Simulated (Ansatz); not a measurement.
`FB[O][GeH3]` + H₂ → `BF` + `[OH][GeH3]`  (hydrogenolysis of a B–O bond)

Gas-phase electronic energies from Ansatz, PBE0-D4/def2-TZVP geometries. CBS: MP2 limit from def2 TZ/QZ plus the TZ coupled-cluster correction, frozen cores. This one scheme is used for every species. Functionals use def2-TZVPP. B3LYP here is the variant with VWN-RPA as its local correlation; programs differ in this. HSE06 is defined as in plane-wave codes. For Ge outer-core shells are correlated without core-valence functions, which leaves a few kJ/mol of doubt a bond. Scalar relativity is left out up to krypton. Each species was taken in one conformer, which may not be the lowest.

```csv
level,ΔE (kJ/mol),difference from CCSD(T)/CBS
LDA (SPW92),152.4,12.5
revPBE-D4,140.2,0.3
BLYP-D4,143.3,3.4
PBE0-D4,139.4,-0.5
CAM-B3LYP-D4,143.3,3.4
ωB97M-V,142.2,2.3
revPBE,130.9,-9.0
B3LYP,136.2,-3.7
r2SCANh,145.5,5.6
r2SCAN0,144.1,4.2
HSE06,136.2,-3.7
MP2/def2-SVP,156.7,16.8
CCSD/def2-SVP,148.7,8.8
SCS-MP2/def2-TZVPP,139.3,-0.6
HF/CBS(def2),129.8,-10.1
MP2/CBS(def2),143.2,3.3
CCSD(T)/CBS,139.9,0
```

Largest T1 diagnostic among the species: 0.013.

At CCSD(T), def2-SVP lies +12.0 kJ/mol from the extrapolated value and def2-TZVPP +1.2 kJ/mol. Leaving LDA and LC-ωPBE aside and taking each functional with its dispersion term where it has one, the values, not all of them listed here, spread over 8.9 kJ/mol, from ωB97X-V to r2SCAN-D4. LDA lies +15.3 kJ/mol from PBE without D4.
